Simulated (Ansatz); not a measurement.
Relaxation of CH₃B₂Br (7 atoms, charge 0, multiplicity 1), to a largest force component of 0.02 eV/Å in at most 50 steps.

The calculation used RKS PBE-D4/def2-mTZVP (Ansatz 0.2.0).

```xyz
7
Properties=species:S:1:pos:R:3
Br -2.187 -1.878 0.420
B -0.676 -0.625 0.113
B 0.972 -0.324 -0.286
C 0.049 0.788 0.053
H 2.094 -0.692 -0.579
H 0.117 1.272 1.045
H -0.308 1.391 -0.812
```

Q: Where does it end, and by what steps?

A: It converged. The force dipped under the threshold on the way, but the program's further checks kept it going. After 20 steps the energy has fallen by 0.929 eV; H7 moved furthest, 1.39 Å.

```json
{"step": "0", "energy less start (eV)": "0.0000", "largest force component (eV/Å)": "2.664", "accepted": "yes"}
{"step": "1", "energy less start (eV)": "-0.4154", "largest force component (eV/Å)": "1.082", "accepted": "yes"}
{"step": "2", "energy less start (eV)": "-0.4977", "largest force component (eV/Å)": "0.160", "accepted": "yes"}
{"step": "3", "energy less start (eV)": "-0.5010", "largest force component (eV/Å)": "0.146", "accepted": "yes"}
{"step": "4", "energy less start (eV)": "-0.5044", "largest force component (eV/Å)": "0.173", "accepted": "yes"}
{"step": "5", "energy less start (eV)": "-0.5065", "largest force component (eV/Å)": "0.777", "accepted": "yes"}
{"step": "6", "energy less start (eV)": "-0.5358", "largest force component (eV/Å)": "0.695", "accepted": "yes"}
{"step": "7", "energy less start (eV)": "-0.5907", "largest force component (eV/Å)": "0.498", "accepted": "yes"}
{"step": "8", "energy less start (eV)": "-0.6567", "largest force component (eV/Å)": "0.695", "accepted": "yes"}
{"step": "9", "energy less start (eV)": "-0.7303", "largest force component (eV/Å)": "0.837", "accepted": "yes"}
{"step": "10", "energy less start (eV)": "-0.8041", "largest force component (eV/Å)": "0.790", "accepted": "yes"}
{"step": "11", "energy less start (eV)": "-0.8696", "largest force component (eV/Å)": "0.422", "accepted": "yes"}
{"step": "12", "energy less start (eV)": "-0.8936", "largest force component (eV/Å)": "0.601", "accepted": "yes"}
{"step": "13", "energy less start (eV)": "-0.8519", "largest force component (eV/Å)": "1.056", "accepted": "no"}
{"step": "14", "energy less start (eV)": "-0.9166", "largest force component (eV/Å)": "0.240", "accepted": "yes"}
{"step": "15", "energy less start (eV)": "-0.9227", "largest force component (eV/Å)": "0.408", "accepted": "yes"}
{"step": "16", "energy less start (eV)": "-0.9271", "largest force component (eV/Å)": "0.085", "accepted": "yes"}
{"step": "17", "energy less start (eV)": "-0.9281", "largest force component (eV/Å)": "0.048", "accepted": "yes"}
{"step": "18", "energy less start (eV)": "-0.9286", "largest force component (eV/Å)": "0.010", "accepted": "yes"}
{"step": "19", "energy less start (eV)": "-0.9286", "largest force component (eV/Å)": "0.027", "accepted": "yes"}
{"step": "20", "energy less start (eV)": "-0.9287", "largest force component (eV/Å)": "0.004", "accepted": "yes"}
```

```xyz
7
Properties=species:S:1:pos:R:3
Br -2.134 -1.740 0.611
B -0.599 -0.744 0.100
B 0.775 -0.440 -0.526
C -0.143 0.646 0.259
H 1.840 -0.352 -1.053
H -0.536 1.557 0.721
H 0.857 1.006 -0.157
```

Run time: 20 s on 2 threads of INTEL(R) XEON(R) PLATINUM 8581C CPU @ 2.10GHz (Emerald Rapids), on a shared host, peak memory 0.16 GiB.
